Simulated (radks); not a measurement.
Task: Isoelectronic series with 18 electrons, all held in the configuration [Ar], which need not be the ground one along the series. Method: scalar-relativistic Kohn-Sham, PBE, spin-polarised, spherical densities, finite nucleus; Fermi nuclear charge, rms radius of each element as measured or else 0.836 A^(1/3) + 0.57 fm; computed with a radial shooting solver on a logarithmic mesh with Libxc functionals. Total energies (hartree) and orbital eigenvalues (hartree):

ion    E (hartree)         3p         3s         2p         2s
Ag29+  -4727.49811  -63.55173  -67.98002  -174.4932  -188.2657
Sb33+  -5662.17159  -79.94163  -85.31331  -214.7378  -231.6114
I35+   -6164.05339  -88.85336  -94.76526  -236.4874  -255.1664
Cs37+   -6689.4229  -98.24742  -104.7523  -259.3329  -280.0126
La39+   -7238.6504  -108.1274  -115.2839  -283.2828  -306.1795
Pr41+   -7812.1342  -118.4972  -126.3704  -308.3463  -333.6996
Pm43+   -8410.2886  -129.3607  -138.0226  -334.5329  -362.6070

Estimate the row of In31+.

Result: E (hartree) -5183.42803; 3p -71.50883; 3s -76.38761; 2p -194.0756; 2s -209.3197.
